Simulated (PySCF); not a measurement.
**Assignment exercise: C$_{6}$H$_{9}$PSi**

Geometry:
| atom | x (Å) | y (Å) | z (Å) |
| --- | --- | --- | --- |
| C1 | 2.841 | 0.005 | 0.223 |
| C2 | 1.411 | 0.461 | 0.144 |
| C3 | 0.416 | -0.483 | -0.020 |
| C4 | -0.949 | -0.224 | -0.111 |
| Si5 | -2.159 | -1.660 | -0.297 |
| C6 | -1.422 | 1.084 | -0.034 |
| C7 | -0.621 | 2.191 | 0.129 |
| P8 | 1.107 | 2.177 | 0.266 |
| H9 | 2.975 | -0.689 | 1.052 |
| H10 | 3.510 | 0.851 | 0.368 |
| H11 | 3.129 | -0.512 | -0.693 |
| H12 | 0.731 | -1.519 | -0.084 |
| H13 | -3.384 | -1.173 | -0.933 |
| H14 | -1.541 | -2.702 | -1.120 |
| H15 | -2.467 | -2.202 | 1.031 |
| H16 | -2.492 | 1.240 | -0.109 |
| H17 | -1.092 | 3.166 | 0.177 |

[PySCF 2.14: shielding tensors at PBE0/pcSseg-1 (GIAO); GFN2-xTB structure; isolated molecule; averaged over atoms made equivalent by symmetry, fast rotation or ring inversion; single conformer; non-relativistic]

References, each an isolated molecule treated in the same way: $^{13}$C and $^{1}$H vs TMS.

(1) Assign these signals to the numbered atoms. $^{13}$C{$^{1}$H} NMR (computed): δ 178.9, 164.4, 145.9, 142.0, 136.7, 27.9.

(2) Assign these signals to the numbered atoms. $^{1}$H NMR (500 MHz, computed): δ 9.09 (m, 1H), 8.31 (m, 1H), 8.18 (m, 1H), 4.63 (s, 3H), 2.93 (m, 3H).

## Answers

(1) 
| δ (ppm) | atoms | environment | reason |
| --- | --- | --- | --- |
| 178.9 | C2 | substituted aromatic carbon | – |
| 164.4 | C7 | aromatic CH | – |
| 145.9 | C3 | aromatic CH | – |
| 142.0 | C6 | aromatic CH | – |
| 136.7 | C4 | substituted aromatic carbon | – |
| 27.9 | C1 | methyl carbon on an aromatic ring | a saturated carbon with 1 carbon neighbour and no heteroatom attached |

(2) 
9.09 → H17, hydrogen on an aromatic CH: ring-current deshielding
8.31 → H12, hydrogen on an aromatic CH
8.18 → H16, hydrogen on an aromatic CH
4.63 → H13/H14/H15, hydrogen on a silicon bonded to C
2.93 → H9/H10/H11, hydrogen on a methyl carbon on an aromatic ring: benzylic-type position, deshielded by the ring

Splittings by $^{31}$P in the carbon and heteronuclear signals aren't shown, as no couplings were computed. Shifts are as computed. Against solution values, carbons near 30 ppm lie about +3 ppm off and those near 130 ppm about +5 ppm. Of 1211 compounds with measured shifts, 218 miss one by over three times the rms of a fit or turn the order of signals round; such compounds aren't used in these exercises. Multiplicities follow the n + 1 count of equivalent neighbours, as no J values were calculated; m marks all less simple cases, F and P coupling included.
